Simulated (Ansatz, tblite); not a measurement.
Cost and result up the ladder for GeH3(NHMe) (CH₇GeN) (10 atoms). Total charge 0; singlet. Geometry: PBE0-D4/def2-SVP.

Cartesian coordinates in Å:
```
Ge 1.071 -0.952 0.195
H 2.372 -1.100 -0.612
H 1.356 -0.646 1.677
H 0.269 -2.279 0.119
N 0.183 0.495 -0.500
C -1.100 0.887 0.034
H 0.215 0.544 -1.513
H -1.941 0.203 -0.207
H -1.045 0.953 1.133
H -1.380 1.892 -0.325
```

Ansatz on 4 threads of Arm Neoverse V1 on a shared host; xTB runs through tblite on one thread. Times are rough, summed over both states, and most runs start from the orbitals of an earlier one. PBE0-D4/def2-TZVP serves as the yardstick here, not as an exact answer. The other state is a triplet.

The xTB rows come from tblite.

xTB has no spin-polarisation term.

```csv
level,functions,wall time
GFN2-xTB,24,0.007 s
GFN1-xTB,31,0.01 s
PBE-D4/def2-TZVP,152,3.4 s
PBE0-D4/def2-TZVP,152,4.8 s
r2SCAN-D4/def2-TZVP,152,7.9 s
```

Q: Estimate what each level gives for the vertical triplet (eV).

A: 
```tsv
level	vertical triplet (eV)	difference from PBE0-D4/def2-TZVP (eV)
GFN2-xTB	7.66	2.41
GFN1-xTB	5.95	0.69
PBE-D4/def2-TZVP	5.05	-0.21
PBE0-D4/def2-TZVP	5.26	0.00
r2SCAN-D4/def2-TZVP	5.10	-0.16
```
